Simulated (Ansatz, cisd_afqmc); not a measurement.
Species: CH4N2S, charge 0, singlet. CH4N2S (SMILES NC(N)=S).
B3LYP-D3(BJ)/def2-TZVP minimum from Ansatz (a first-principles code):
```xyz
8

N      0.8123    -1.2440    -0.4493
C     -0.0741    -0.3028    -0.0243
N     -1.3085    -0.7840     0.2868
S      0.3198     1.3070     0.1047
H      0.6740    -2.2135    -0.2113
H      1.7626    -0.9334    -0.5542
H     -1.6220    -1.6607    -0.0991
H     -2.0134    -0.0916     0.4721
```

Atomisation energy term by term, kcal/mol (programs: Ansatz, cisd_afqmc). Radicals and triplets start from unrestricted determinants; spin-orbit coupling is neglected. Cores are frozen in correlated methods. Rows without X2C or -DK are non-relativistic. AFQMC is phaseless with a CISD trial state; ± is one standard error, without the phaseless bias. Outlying blocks are dropped, and bars are widened where a walk drifts. Over all cases where full CI ran beside it in this data, AFQMC minus full CI had a median of +0.1 mEh and passed +0.4 mEh in a tenth of the cases. CBS(X,Y): correlation extrapolated as X^-3, Hartree-Fock from the larger set. A bracket is a step between two methods taken in the basis named. 'core' is core correlation in cc-pwCVTZ (1s frozen past Ne), 'X2C' scalar relativity in cc-pVTZ-DK, both at CCSD(T). For partners of very few electrons the exact lower level stands in for a higher one.

```csv
term,basis,kcal/mol
Hartree-Fock,cc-pV(Q+d)Z,451.24
CCSD correlation,"CBS(cc-pV(T+d)Z,cc-pV(Q+d)Z)",227.10
(T),"CBS(cc-pV(T+d)Z,cc-pV(Q+d)Z)",17.59
CCSDT(Q) - CCSD(T),cc-pV(D+d)Z,0.91
core correlation,cc-pwCVTZ,3.01
scalar relativity,"X2C, cc-pVTZ-DK",-1.05
sum: De,,698.8
```

The step beyond CCSD(T) by other levels: AFQMC/CISD in cc-pV(T+d)Z 0.56 ± 0.26 kcal/mol.
